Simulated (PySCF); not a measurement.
## GeSe₂⁻, doublet: data card

These are results of UPBE0 in PySCF with Ge def2-SVPD, Se def2-SVPD; no relativity; density-fitted integrals, not measurements.

The structure is a minimum.

- Point group: C2v
- Bond lengths: Ge–Se 2.249 Å (×2)
- Bond angles: Se–Ge–Se 131.4°
- Zero-point energy: 4.4 kJ/mol
- Dipole moment about the centre of mass: 0.83 D
- Entropy at 298.15 K and 1 bar (electronic part: spin only): 321.2 J/(mol K)
- Principal quadrupole moments (Buckingham, traceless) about the centre of mass: -20.80, 9.13, 11.67 D Å
- Rotational constants: 0.3901, 0.0251, 0.02358 cm⁻¹
- Highest occupied level (α): -1.26 eV
- Enthalpy at 298.15 K above 0 K: 13.97 kJ/mol
- Lowest empty level (β): 1.08 eV
- Principal polarisabilities: 88.5, 103.2, 192.6 bohr³
- Spin squared ⟨S²⟩: 0.757
- Rotational symmetry number: 2
- Heat capacity Cp at 298.15 K: 55.2 J/(mol K)

Harmonic modes (masses in u: Ge 73.921, Se 79.917):
```
symmetry  ω (cm⁻¹)  IR (km/mol)  μ (u)
      a1       101          0.2  77.49
      a1       270          1.9  78.03
      b2       359         88.8  75.96
```

In C2v the vibrations span 2a1 + b2. Here b1 is antisymmetric to the molecular plane and b2 lies in it.

Charges (e); Mulliken and Löwdin values are unreliable with diffuse functions:
| atom | Mulliken | Löwdin | polar tensor | spin (Mulliken) | Mayer order to Ge1 |
| --- | --- | --- | --- | --- | --- |
| Ge1 | 0.26 | -0.26 | 0.54 | 0.44 | – |
| Se2,3 | -0.63 | -0.37 | -0.77 | 0.28 | 1.61 |

Mulliken populations on Ge1: s 7.61, p 13.88, d 10.25.

Outer orbital energies (eV). α occupied: -13.65, -8.29, -4.60, -3.41, -3.23, -2.17, -2.09, -1.26; empty: 2.30, 3.57, 3.89, 4.28. β occupied: -14.16, -13.31, -7.77, -4.08, -3.11, -3.00, -2.08, -1.82; empty: 1.08, 2.61, 3.79, 4.01.

This need not be the most stable arrangement of these atoms. The lowest empty level of this anion is unbound, so it and the gap depend on the basis.

The final relaxation and frequency run took 86 s on 2 threads of a shared AMD EPYC 7R43 64-Core (Zen 3) host, with 120 basis functions and 9 gradients; the process peaked at 1 GiB.
